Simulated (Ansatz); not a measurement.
This geometry of C₂H₄BN (8 atoms, charge 0, multiplicity 1) is a first-order saddle point.

Theory: Ansatz 0.2.0, RKS B3LYP-D4/6-31G*.

```xyz
8
Properties=species:S:1:pos:R:3
C -0.196 0.965 -0.261
N 0.255 -0.242 0.411
B 0.969 -1.015 1.566
C 0.188 -1.501 0.209
H -1.282 0.933 -0.391
H 0.080 1.831 0.345
H 0.278 1.037 -1.245
H -0.291 -2.007 -0.634
```

(1) Which two structures does it join? (They come from a converged band through this point; their orientation in space is the band's.)

(2) How far does it lie above each of them?

Results:

(1) No bond is made or broken. The dihedral H7–C1–N2–C4 goes from -122 to 0°. The two ends are copies of one structure, up to a mirror image or an exchange of like atoms.

First end point:

```xyz
8
Properties=species:S:1:pos:R:3
C -0.170 0.953 -0.300
N 0.361 -0.251 0.307
B 1.382 -1.042 1.191
C 0.065 -1.493 0.324
H -1.057 0.735 -0.904
H -0.418 1.662 0.496
H 0.611 1.401 -0.921
H -0.774 -1.965 -0.194
```

Last end point:

```xyz
8
Properties=species:S:1:pos:R:3
C -0.218 0.952 -0.270
N 0.117 -0.256 0.456
B 0.464 -1.061 1.753
C 0.304 -1.488 0.178
H -1.140 1.365 0.151
H 0.582 1.682 -0.117
H -0.347 0.750 -1.338
H 0.238 -1.944 -0.813
```

(2) 0.030 eV above the first and 0.030 eV above the second. This is the barrier of this one path; another mechanism may lie lower.

The run took 2.2 min on 1 thread of Arm Neoverse V1, on a shared host, peak memory 0.13 GiB.
